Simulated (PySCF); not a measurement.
sesquifulvalene (C12H10), SMILES C1=CC=CC(=C2C=CC=C2)C=C1.

Coordinates come from a PBE-D3(BJ)/def2-SVP optimisation.

All values below come from PBE-D3(BJ)/def2-SVP (PySCF).

Harmonic, unscaled wavenumbers; measured fundamentals usually lie a few per cent lower.

```csv
mode,ν (cm⁻¹),IR (km/mol),moving atoms (share of kinetic energy)
1,51,0.0,"C 80 %, H 20 %"
2,71,0.0,"C 73 %, H 27 %"
3,162,2.4,"C 80 %, H 20 %"
4,172,0.0,"C 83 %, H 17 %"
5,267,0.0,"C 72 %, H 28 %"
6,304,4.4,C 93 %
7,350,0.0,"C 78 %, H 22 %"
8,418,0.9,"C 83 %, H 17 %"
9,441,0.0,C 93 %
10,531,0.0,C 92 %
11,536,26.4,"H 56 %, C 44 %"
12,561,0.0,"C 70 %, H 30 %"
13,584,0.0,"C 71 %, H 29 %"
14,626,9.4,"H 57 %, C 43 %"
15,662,0.0,"H 73 %, C 27 %"
16,727,95.6,"H 63 %, C 37 %"
17,782,0.0,"C 52 %, H 48 %"
18,793,0.9,"C 91 %, H 9 %"
19,800,0.0,"H 76 %, C 24 %"
20,828,61.5,"C 90 %, H 10 %"
21,844,0.4,"C 89 %, H 11 %"
22,862,0.1,"H 76 %, C 24 %"
23,876,2.1,"C 89 %, H 11 %"
24,879,3.0,"H 52 %, C 48 %"
25,891,0.0,"H 69 %, C 31 %"
26,935,0.2,"C 68 %, H 32 %"
27,963,4.6,"C 50 %, H 50 %"
28,979,0.0,"H 74 %, C 26 %"
29,985,0.1,"H 70 %, C 30 %"
30,999,0.0,"H 74 %, C 26 %"
31,1006,1.0,"C 59 %, H 41 %"
32,1025,40.6,"H 59 %, C 41 %"
33,1065,15.1,"H 83 %, C 17 %"
34,1085,0.5,"H 51 %, C 49 %"
35,1165,0.1,"H 50 %, C 50 %"
36,1212,0.0,"H 88 %, C 12 %"
37,1234,0.2,"H 75 %, C 25 %"
38,1242,20.0,H 93 %
39,1283,0.2,"H 51 %, C 49 %"
40,1329,4.2,"H 53 %, C 47 %"
41,1353,62.0,"C 60 %, H 40 %"
42,1382,3.3,"H 55 %, C 45 %"
43,1412,7.3,"H 54 %, C 46 %"
44,1440,167.3,"C 91 %, H 9 %"
45,1464,3.1,"C 66 %, H 34 %"
46,1542,0.0,"C 87 %, H 13 %"
47,1546,189.3,"C 91 %, H 9 %"
48,1584,82.1,C 97 %
49,1592,0.8,C 95 %
50,1641,11.8,"C 87 %, H 13 %"
51,3090,4.2,H 92 %
52,3095,0.8,H 92 %
53,3104,9.3,"H 92 %, C 8 %"
54,3117,15.5,"H 91 %, C 9 %"
55,3130,8.3,"H 92 %, C 8 %"
56,3131,0.6,"H 92 %, C 8 %"
57,3141,1.8,H 92 %
58,3152,7.2,"H 92 %, C 8 %"
59,3168,12.8,"H 91 %, C 9 %"
60,3173,13.8,"H 90 %, C 10 %"
```
